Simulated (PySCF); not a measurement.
Harmonic spectrum computed at PBE0 in the def2-TZVP basis family (core potentials from Rb on, PySCF, no spin–orbit coupling):

| ω (cm⁻¹) | IR (km/mol, summed over degenerate members) | degeneracy |
| --- | --- | --- |
| 585 | 0.3 | 2 |
| 623 | 122 | 1 |
| 726 | 201 | 2 |
| 1083 | 204 | 1 |
| 1822 | 721 | 2 |
| 1848 | 65.9 | 1 |

Which molecule gave it? In each, all ligands are bound to the one heavy central atom.
A. H₃VO (singlet)
B. H₃NbO (singlet)
C. H₃SbO (singlet)
D. H₃NO (singlet)

B. It has C3v symmetry with Nb–H 1.771 Å (×3), Nb–O 1.669 Å.
